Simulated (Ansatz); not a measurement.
C₃H₉O₃Si, doublet, at a GFN2-xTB geometry of the parent state (the spin is typed, not shown lowest); Ansatz (an electronic-structure program) with HF/STO-3G.

Ansatz was given this input:
Ansatz 0.2 input:
```yaml
crystal:
  periodic: [false, false, false]
  atoms:
    - {symbol: C, position_ang: [-0.74134480, 2.70764954, -0.13138883]}
    - {symbol: O, position_ang: [0.08288275, 1.55676876, 0.03888895]}
    - {symbol: Si, position_ang: [-0.00018666, -0.00012972, -0.00036092]}
    - {symbol: O, position_ang: [1.27315413, -0.85519734, 0.28185957]}
    - {symbol: C, position_ang: [2.65468481, -0.70194695, 0.59916505]}
    - {symbol: O, position_ang: [-1.35521901, -0.70150624, -0.32290310]}
    - {symbol: C, position_ang: [-1.91367944, -2.00557167, -0.46569038]}
    - {symbol: H, position_ang: [-1.76008710, 2.43681533, -0.39725625]}
    - {symbol: H, position_ang: [-0.73429349, 3.26119541, 0.80686588]}
    - {symbol: H, position_ang: [-0.29799489, 3.31539997, -0.91936458]}
    - {symbol: H, position_ang: [2.92959563, 0.34476500, 0.70301109]}
    - {symbol: H, position_ang: [2.83785412, -1.23143511, 1.53348060]}
    - {symbol: H, position_ang: [3.23107694, -1.16218244, -0.20258873]}
    - {symbol: H, position_ang: [-2.69702564, -2.11386226, 0.28364450]}
    - {symbol: H, position_ang: [-2.34819599, -2.06926013, -1.46268203]}
    - {symbol: H, position_ang: [-1.16282244, -2.78092662, -0.33533620]}
basis:
  gaussian:
    orbitals: STO-3G
hamiltonian:
  xc: hf
magnetization: {spin_polarized: true, initial_magnetization: 1}
```

The log (banner, timings and long lists left out):

```
Functional definition: HF
656 factors; integrals over basis functions are off by at most 3.6e-5 eV
mean field evaluation 1: about -16987.1353 eV, gradient 2.3e1 eV
mean field evaluation 2: about -16987.5382 eV, gradient 2.3e1 eV
mean field evaluation 4: about -16991.2016 eV, gradient 1.4e0 eV
mean field evaluation 8: about -16991.2206 eV, gradient 5.3e-2 eV
mean field evaluation 16: about -16991.7159 eV, gradient 5.6e0 eV
mean field evaluation 32: about -16992.1489 eV, gradient 1.4e-1 eV
mean field evaluation 64: about -16990.8179 eV, gradient 8.3e-2 eV
mean field -16992.15117983 eV, -624.4500381651 hartree, gradient 1.7e-5 eV, S^2 0.760545; 3 other end points of the search recorded, 0 dependent functions left out
reference -16992.15117983 eV, -624.4500381651 hartree; 33, 32 occupied and 15, 16 virtual orbitals, 656 factors
Total energy: -16992.15117983 eV, -624.4500381651 hartree
```
